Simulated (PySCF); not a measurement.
C7H7N.
Cartesian coordinates in Å at the GFN2-xTB level; atoms count from 1:
```xyz
15
C7H7N angstrom
N     -2.4033    1.4604    1.9164
C     -1.6446    1.0283    1.1744
C     -0.7065    0.4962    0.2588
C      0.4609    1.3106   -0.1752
C      1.5292    0.5478   -0.3603
C      1.2821   -0.8957   -0.0221
C     -0.1934   -0.9394    0.3238
C     -1.1519   -0.5498   -0.7488
H      0.3899    2.3749   -0.3121
H      2.4904    0.8841   -0.7080
H      1.9007   -1.2038    0.8249
H      1.5230   -1.5511   -0.8622
H     -0.5233   -1.6107    1.1025
H     -0.7884   -0.4387   -1.7599
H     -2.1693   -0.9051   -0.6742
```

The closed-shell SCF was solved with PySCF and density fitting under several settings on one GFN2-xTB geometry (grid level 2 and gas phase unless stated).

```json
{"settings": "PBE0/pcSseg-1", "basis functions": "171", "SCF cycles": "15", "E (Eh)": "-325.2174", "HOMO (eV)": "-7.37", "LUMO (eV)": "-0.26", "dipole (D)": "4.60"}
{"settings": "PBE0/def2-SVPD", "basis functions": "216", "SCF cycles": "15", "E (Eh)": "-325.0369", "HOMO (eV)": "-7.37", "LUMO (eV)": "-0.34", "dipole (D)": "4.65"}
{"settings": "BHandHLYP/def2-SVPD, fitting basis def2-qzvpp-jkfit", "basis functions": "216", "SCF cycles": "11", "E (Eh)": "-325.2150", "HOMO (eV)": "-8.34", "LUMO (eV)": "0.72", "dipole (D)": "4.71"}
{"settings": "BHandHLYP/pcSseg-1", "basis functions": "171", "SCF cycles": "13", "E (Eh)": "-325.3985", "HOMO (eV)": "-8.32", "LUMO (eV)": "0.89", "dipole (D)": "4.65"}
```

**Question.** Estimate the rows for these settings: (1) BHandHLYP/def2-SVP; (2) PW91/3-21G, energy threshold 1e-11 Eh; (3) revPBE/def2-SVP, start guess atom, energy threshold 1e-11 Eh.

**Answer.** 
| settings | basis functions | SCF cycles | E (Eh) | HOMO (eV) | LUMO (eV) | dipole (D) |
| --- | --- | --- | --- | --- | --- | --- |
| BHandHLYP/def2-SVP | 147 | 13 | -325.2009 | -8.25 | 1.05 | 4.47 |
| PW91/3-21G, energy threshold 1e-11 Eh | 86 | 13 | -323.7147 | -5.98 | -0.77 | 4.19 |
| revPBE/def2-SVP, start guess atom, energy threshold 1e-11 Eh | 147 | 15 | -325.3173 | -6.08 | -1.05 | 4.29 |

**Question.** Over all rows, what range does the HOMO–LUMO gap span?

**Answer.** From 5.03 eV (revPBE/def2-SVP, start guess atom, energy threshold 1e-11 Eh) to 9.30 eV (BHandHLYP/def2-SVP). The functional of the narrowest has no exact exchange, that of the widest 50 % exact exchange.

**Question.** And the dipole moment?

**Answer.** From 4.19 D (PW91/3-21G, energy threshold 1e-11 Eh) to 4.71 D (BHandHLYP/def2-SVPD, fitting basis def2-qzvpp-jkfit); the largest is 1.12 times the smallest, and the median is 4.60 D.

**Question.** Compare two rows with the functional BHandHLYP: BHandHLYP/pcSseg-1 and BHandHLYP/def2-SVPD, fitting basis def2-qzvpp-jkfit. Which energy is lower, and by how much?

**Answer.** BHandHLYP/pcSseg-1 (171 functions) lies 0.1835 Eh or 115 kcal/mol below BHandHLYP/def2-SVPD, fitting basis def2-qzvpp-jkfit (216 functions). The smaller set gives the lower energy; the two sets aren't nested, so the variational bound doesn't order them by size.

Cycle counts include a coarse-grid stage where the run had one.
